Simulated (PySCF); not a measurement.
# Removal energies of Sr from EOM-IP-GCCSD

Reference: closed-shell Sr, [Kr] 5s2; one electron is removed. Calculated with PySCF 2.14, two-component X2C-1e with screened spin-orbit coupling, x2c-TZVPPall-2c with one added diffuse shell each of s, p, d, f type (9s10p8d3f1g, 109 functions); frozen [Ar]; the 6 highest virtual spinors dropped; of the others 92 kept and the rest restored at second order. No Breit or QED terms. Binding energies in eV.

```csv
level,Koopmans,second order,EOM-CCSD,NIST
4s1/2,53.014,46.912,47.506,n/a
4p3/2,29.382,28.161,28.284,n/a
5s1/2,4.933,5.703,5.713,5.695
```

In EOM-CCSD the overlap with the one-orbital guess is low for 4s1/2 (weight 0.67). That can mean mixing with two-hole, one-particle states, where second order and EOM-CCSD lose accuracy, or only a rotation among the degenerate components of the shell; the terms of those configurations are not listed.

Only part of the computed levels is shown.
